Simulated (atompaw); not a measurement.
What one change does to a pseudopotential (Cd (Z = 48), PAW (atompaw))

atompaw 4.2.0.5 input, output lines left out:

```
Cd 48
GGA-PBESOL scalarrelativistic loggrid 1500 logderivrange -3 5 201
5 5 4 0 0 0
5 1 0
0 0 0
c
c
c
c
v
c
c
c
v
c
v
2
3.00 2.60 2.40 1.95
y
0.75
n
y
1.25
n
y
-0.5
n
custom polynom gramschmidtortho besselshape
bessel
2.40
3.00
3.00
3.00
3.00
3.00
```

Change: reference 4d9 5s0 5p0.

Cutoffs: the cutoffs (Ry, on a coarse ladder) from which the occupation-weighted sum of valence levels, in a spherical-Bessel basis at the reference potential, stays within 10 and 1 mRy of its value at 400 Ry; they do not see the model core or the augmentation charge, which bear on the density cutoff.

Problem. What does the change do?

Solution. The potential gets neither clearly harder nor softer (10 Ry and 18 Ry → 10 Ry and 18 Ry); the range in which the p phases agree widens (upper end 3.6 → at the end of the scan); neither file shows a bound ghost.

| quantity | base | changed |
| --- | --- | --- |
| cutoff, loose | 10 Ry | 10 Ry |
| cutoff, tight | 18 Ry | 18 Ry |
| bound ghosts | none | none |
| s: phases at 3.02 bohr within 0.05 rad from the reference energy up to (Ry; the scan ends near 5) | 2.7 | 3.0 |
| p: phases at 3.02 bohr within 0.05 rad from the reference energy up to (Ry; the scan ends near 5) | 3.6 | to the end of the scan |
| d: phases at 3.02 bohr within 0.05 rad from the reference energy up to (Ry; the scan ends near 5) | 1.0 | 1.6 |
| lowest overlap eigenvalue by channel | s 0.06, p 0.44, d 0.95 | s 0.10, p 0.46, d 0.91 |

 The cutoffs see the waves, projectors and local potential, not the compensation charge or the core.
